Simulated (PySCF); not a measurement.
Lowest singlet excitation (eV) of eight silicon and germanium compounds: TDA-PBE beside TDA-PBE0, computed with PySCF for isolated molecules in the bases named; differences from unrounded values. The eight are the first of their class met in an unordered collection, after screening for sound electronic states; none was chosen by its value. Each molecule has one DFT geometry for both levels.

| molecule | basis | TDA-PBE0 | TDA-PBE | difference |
|---|---|---|---|---|
| CH6ClNO2Si, SMILES NC[Si](O)(O)Cl | def2-SVPD | 5.72 | 4.57 | -1.15 |
| CH6GeO2Si, SMILES [CH3][GeH]1[O][SiH2][O]1 | def2-SVPD | 6.23 | 5.40 | -0.82 |
| CH7ClOSi2, SMILES [SiH3]CO[SiH2]Cl | def2-SVPD | 6.81 | 6.02 | -0.79 |
| C3H9ClOSi, SMILES COC[Si@H](C)Cl | def2-SVPD | 7.00 | 5.89 | -1.11 |
| C4H7ClSi, SMILES C(=C=C[SiH2]C)Cl | def2-SVPD | 4.36 | 4.06 | -0.31 |
| F2H4SSi2, SMILES F[SiH](F)S[SiH3] | def2-SVPD | 6.08 | 5.58 | -0.51 |
| CH₁₀O₂Si₃, SMILES O[Si@H]([SiH2][SiH3])CO | def2-SVPD | 6.19 | 5.51 | -0.68 |
| Si(H)(F)(Br)(Me) (CH₄BrFSi), SMILES C[SiH](F)Br | def2-SVPD | 7.27 | 6.76 | -0.51 |

TDA-PBE lies below TDA-PBE0 in 8 and above it in 0 of the eight; the mean signed difference is -0.73 and the largest -1.15 eV.
